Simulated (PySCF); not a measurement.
**AlAs from Hartree–Fock to correlated methods**

State: ³Σ⁻ (triplet), unpaired electrons π ↑↑. Set-up: basis Al x2c-SVPall, As x2c-SVPall; spin-free X2C with a Gaussian nucleus; PySCF 2.14. De refers to Al + As in their high-spin ground configurations, without counterpoise correction. The functionals are run spin-unrestricted. A positive dipole means Al(−)As(+).

```tsv
Level	Re (Å)	ωe (cm⁻¹)	De (eV)	μ (D)	CPU s a point (SCF and correlation, without the integrals)
UHF	2.535	302	0.97	-1.03	0.15
UHF-MP2	2.518	308	1.62	n/a	0.24
UHF-SCS-MP2	2.528	303	1.59	n/a	n/a
UHF-CCSD	2.528	302	1.60	n/a	n/a
UHF-CCSD(T)	2.530	300	1.67	n/a	3.8
PBE	2.552	290	2.22	-0.45	0.67
PBEsol	2.535	296	2.37	-0.42	0.49
revPBE	2.564	286	2.07	-0.48	0.49
r²SCAN	2.529	299	2.12	-0.50	0.96
PBE0	2.527	302	2.09	-0.62	1
B97-3	2.539	298	2.16	-0.70	0.58
```

The bond length runs from 2.518 Å (UHF-MP2) to 2.564 Å (revPBE). De spans 0.97 eV (UHF, mean field) to 2.37 eV (PBEsol, GGA). Correlation at CCSD(T) changes the Hartree–Fock bond energy by +0.70 eV; the triples alone change it by +0.07 eV.

Correlated steps freeze 14 core orbitals. Correlated levels converge slowly with the basis: in double zeta they bind strong bonds too weakly, by up to about 1 eV, and carry superposition errors of some tenths. Spin–orbit coupling is left out. The state was picked by a PBE0 search and need not be the measured ground state.

The whole job (state search and all levels along the bond) took about 2.2 min on 1 thread of Arm Neoverse V1 (shared host), peak memory 0.57 GiB.
